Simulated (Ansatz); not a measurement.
Compare A (`C=NBC`) with its isomer B (`BC(C)=N`).

Isolated molecules relaxed with PBE0-D4/def2-TZVP in Ansatz; ΔE leaves out vibrations. CCSD(T)/CBS is the MP2 limit (def2-TZVPP, def2-QZVPP) plus CCSD(T) − MP2 in def2-TZVPP, frozen cores. DFT in def2-TZVPP. B3LYP here is the variant with VWN-RPA as its local correlation; programs differ in this. Each species was taken in one conformer, which may not be the lowest.

A:

```xyz
10

C    -1.7769   -0.4748    0.9991
N    -0.6666   -0.0336    0.6668
B     0.5499    0.4509    0.3031
C     1.2027    0.1163   -1.0888
H    -1.8810   -1.4285    1.5268
H    -2.7004    0.0716    0.7810
H     1.1013    1.1525    1.1080
H     1.4040    1.0413   -1.6388
H     0.5911   -0.5330   -1.7176
H     2.1759   -0.3628   -0.9397
```

B:

Z-matrix (Å, degrees):
```
C
C 1 1.490
H 1 1.095 2 110.2
H 1 1.091 2 110.4 3 120.8
H 1 1.094 2 110.4 3 -117.6
N 2 1.281 1 119.4 3 -122.7
B 2 1.551 1 125.5 3 67.4
H 6 1.025 2 111.6 1 176.8
H 7 1.195 2 119.7 1 -132.5
H 7 1.197 2 119.9 1 54.6
```

Which isomer does CCSD(T)/CBS put lower? Give the gap. (An estimate is asked.)

The calculation gave: A, by 32.6 kcal/mol.

Give E(B) − E(A) in kcal/mol with BLYP-D4, ωB97M-V, B3LYP, LDA (SPW92), PBE0-D4, B3LYP-D4, CCSD(T)/def2-SVP. (Estimate.)

Computed: BLYP-D4 35.3, ωB97M-V 34.0, B3LYP 35.7, LDA (SPW92) 37.7, PBE0-D4 34.7, B3LYP-D4 35.2, CCSD(T)/def2-SVP 36.0. None reverses the order clearly.

Does the order hold for the free energy at 298.15 K (harmonic terms from PBE0-D4)? (Best estimate.)

The calculation gave: Yes: G(B) − G(A) = +31.8 kcal/mol, for one conformer each.

Largest T1 diagnostic: 0.015.

From BLYP to BHLYP (50 % exact exchange), in def2-TZVPP and without D4, E(B) − E(A) moves by −1.5 kcal/mol. At CCSD(T), def2-SVP lies +3.4 kcal/mol from the extrapolated value and def2-TZVPP −0.0 kcal/mol.
